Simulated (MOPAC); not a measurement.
MOPAC input (PM6):

```
PM6 PRECISE GNORM=0.05 LET XYZ CHARGE=-1 GEO-OK AUX(PRECISION=9) THREADS=1
HBCl2N

N    -1.64459000 1   -0.90253400 1    0.02932600 1
B    -0.47632000 1   -0.26594600 1    0.00803100 1
Cl    1.15216600 1   -1.12651700 1   -0.19947100 1
Cl   -0.19150300 1    1.59285900 1    0.17614900 1
H    -2.43754200 1   -0.28035000 1    0.15103100 1
```

Output:

```
 *******************************************************************************
 **                                                                           **
 **                              MOPAC v23.2.5                                **
 **                                                                           **
 *******************************************************************************
 ** MOPAC's Digital Object Identifier: https://doi.org/10.5281/zenodo.6511958 **
 **                                                                           **
 ** Please cite the open-source release paper for use of this MOPAC version:  **
 ** J. E. Moussa and J. J. P. Stewart (2026)                                  **
 ** MOPAC: An open-source semiempirical molecular orbital program             **
 ** J. Open Source Softw., 11(119), 8025, https://doi.org/10.21105/joss.08025 **
 *******************************************************************************

                              PM6 CALCULATION RESULTS

 *******************************************************************************
 *  PM6        - The PM6 Hamiltonian to be used
 *  GEO-OK     - OVERRIDE INTERATOMIC DISTANCE AND OTHER SAFETY CHECKS
 *
 *
 *
 *                 CHARGE ON SYSTEM = -1
 *
 *
 *
 *  LET        - OVERRIDE SOME SAFETY CHECKS
 *  PRECISE    - TIGHTER CRITERIA TO BE USED
 *  XYZ        - CARTESIAN COORDINATE SYSTEM TO BE USED
 *  GNORM      - EXIT WHEN GRADIENT NORM DROPS BELOW 0.050
 *  AUX        - OUTPUT AUXILIARY INFORMATION
 *******************************************************************************
PM6 PRECISE GNORM=0.05 LET XYZ CHARGE=-1 GEO-OK AUX(PRECISION=9) THREADS=1
 HBCl2N

   ATOM   CHEMICAL          X               Y               Z
  NUMBER   SYMBOL      (ANGSTROMS)     (ANGSTROMS)     (ANGSTROMS)

     1       N         -1.64459000  *  -0.90253400  *   0.02932600  *
     2       B         -0.47632000  *  -0.26594600  *   0.00803100  *
     3      Cl          1.15216600  *  -1.12651700  *  -0.19947100  *
     4      Cl         -0.19150300  *   1.59285900  *   0.17614900  *
     5       H         -2.43754200  *  -0.28035000  *   0.15103100  *

          CARTESIAN COORDINATES

    NO.       ATOM           X           Y           Z

     1         N         -1.6446     -0.9025      0.0293
     2         B         -0.4763     -0.2659      0.0080
     3        Cl          1.1522     -1.1265     -0.1995
     4        Cl         -0.1915      1.5929      0.1761
     5         H         -2.4375     -0.2804      0.1510

 General Reference for PM6:
 "Optimization of Parameters for Semiempirical Methods V: Modification of NDDO Approximations
 and Application to 70 Elements", J. J. P. Stewart, J. Mol. Mod., 13, 1173-1213 (2007)
 URL: https://link.springer.com/article/10.1007/s00894-007-0233-4

           Empirical Formula: H N B Cl2  =     5 atoms

      MOLECULAR POINT GROUP   :   Cs

      RHF CALCULATION, NO. OF DOUBLY OCCUPIED LEVELS = 12

          Geometry optimization using EF

          DIAGONAL MATRIX USED AS START HESSIAN

 CYCLE:     1  GRAD.:    34.565 HEAT: -108.7022
 CYCLE:     2  GRAD.:    83.965 HEAT: -105.4950
 CYCLE:     3  GRAD.:     9.162 HEAT: -109.7765
 CYCLE:     4  GRAD.:    31.309 HEAT: -109.5540
 CYCLE:     5  GRAD.:    48.611 HEAT: -109.3188
 CYCLE:     6  GRAD.:    72.331 HEAT: -107.9839
 CYCLE:     7  GRAD.:    33.110 HEAT: -109.2719
 CYCLE:     8  GRAD.:    32.019 HEAT: -108.7894
 CYCLE:     9  GRAD.:     7.341 HEAT: -109.8767
 CYCLE:    10  GRAD.:     3.148 HEAT: -109.9051
 CYCLE:    11  GRAD.:     0.532 HEAT: -109.9106
 CYCLE:    12  GRAD.:     0.471 HEAT: -109.9118
 CYCLE:    13  GRAD.:     0.213 HEAT: -109.9132
 CYCLE:    14  GRAD.:     0.057 HEAT: -109.9132
 CYCLE:    15  GRAD.:     0.007 HEAT: -109.9132

     GRADIENT =  0.00676 IS LESS THAN CUTOFF =  0.05000

 -------------------------------------------------------------------------------
 PM6 PRECISE GNORM=0.05 LET XYZ CHARGE=-1 GEO-OK AUX(PRECISION=9) THREADS=1
 HBCl2N

     GEOMETRY OPTIMISED USING EIGENVECTOR FOLLOWING (EF).
     SCF FIELD WAS ACHIEVED

                              PM6 CALCULATION
                                                       MOPAC v23.2.5 Linux

          FINAL HEAT OF FORMATION =       -109.91319 KCAL/MOL =    -459.87678 KJ/MOL

          COSMO AREA              =        109.69 SQUARE ANGSTROMS
          COSMO VOLUME            =         94.98 CUBIC ANGSTROMS

          GRADIENT NORM           =          0.00676          =       0.00302 PER ATOM
          IONIZATION POTENTIAL    =          4.839185 EV
          HOMO LUMO ENERGIES (EV) =         -4.839  5.029
          NO. OF FILLED LEVELS    =         12
          MOLECULAR WEIGHT        =         96.7306         POINT GROUP:  Cs

          MOLECULAR DIMENSIONS (Angstroms)

            Atom       Atom       Distance
            H     5   Cl     3     3.69083
           Cl     4    N     1     2.70157
           Cl     4    H     5     0.00000

          SCF CALCULATIONS        =         16

   ATOM   CHEMICAL          X               Y               Z
  NUMBER   SYMBOL      (ANGSTROMS)     (ANGSTROMS)     (ANGSTROMS)

     1       N         -1.64875342  *  -0.89107514  *   0.03079845  *
     2       B         -0.47982684  *  -0.28071226  *   0.00678719  *
     3      Cl          1.12949284  *  -1.07506383  *  -0.19256653  *
     4      Cl         -0.15849031  *   1.55279292  *   0.16964131  *
     5       H         -2.47185895  *  -0.34224357  *   0.14726210  *

                             CARTESIAN COORDINATES

   1    N       -1.648753422    -0.891075136     0.030798454
   2    B       -0.479826841    -0.280712261     0.006787187
   3   Cl        1.129492843    -1.075063830    -0.192566529
   4   Cl       -0.158490315     1.552792925     0.169641306
   5    H       -2.471858951    -0.342243573     0.147262097

           Empirical Formula: H N B Cl2  =     5 atoms

      MOLECULAR POINT GROUP   :   Cs

                  EIGENVALUES
 -23.56380 -21.65470 -21.42600 -12.98496 -10.60449  -8.79837  -7.61628  -6.59932
  -6.31217  -5.88957  -4.86498  -4.83919   5.02868   6.87747   6.98727   9.53729
  11.90723  95.72190  95.73507  95.91700  96.25522  96.26064  98.18645  98.18893
  98.24553  98.53822  98.54232

              NET ATOMIC CHARGES AND DIPOLE CONTRIBUTIONS

  ATOM NO.   TYPE          CHARGE      No. of ELECS.   s-Pop       p-Pop       d-Pop
    1          N          -0.644454        5.6445     1.67317     3.97128
    2          B           0.179738        2.8203     0.95893     1.86133
    3         Cl          -0.302971        7.3030     1.99041     5.30978     0.00278
    4         Cl          -0.451349        7.4513     1.99281     5.45597     0.00257
    5          H           0.219036        0.7810     0.78096
 DIPOLE           X         Y         Z       TOTAL
 POINT-CHG.     0.970     0.407    -0.030     1.053
 HYBRID         0.194     0.960     0.083     0.983
 SUM            1.164     1.368     0.053     1.796

          ATOMIC ORBITAL ELECTRON POPULATIONS

     Atom    s        px        py        pz      x^2-y^2     xz        z^2       yz        xy
    1  N   1.67317   1.11110   1.41282   1.44737
    2  B   0.95893   0.69281   0.55248   0.61603
    3 Cl   1.99041   1.49788   1.85655   1.95535   0.00103   0.00043   0.00041   0.00015   0.00076
    4 Cl   1.99281   1.97436   1.51486   1.96675   0.00071   0.00005   0.00040   0.00043   0.00097
    5  H   0.78096

 **********************
 *                    *
 * JOB ENDED NORMALLY *
 *                    *
 **********************

 == MOPAC DONE ==
```

The dipole moment of an ion depends on the origin.

The geometry given is a B3LYP-D3(BJ)/def2-TZVP minimum.
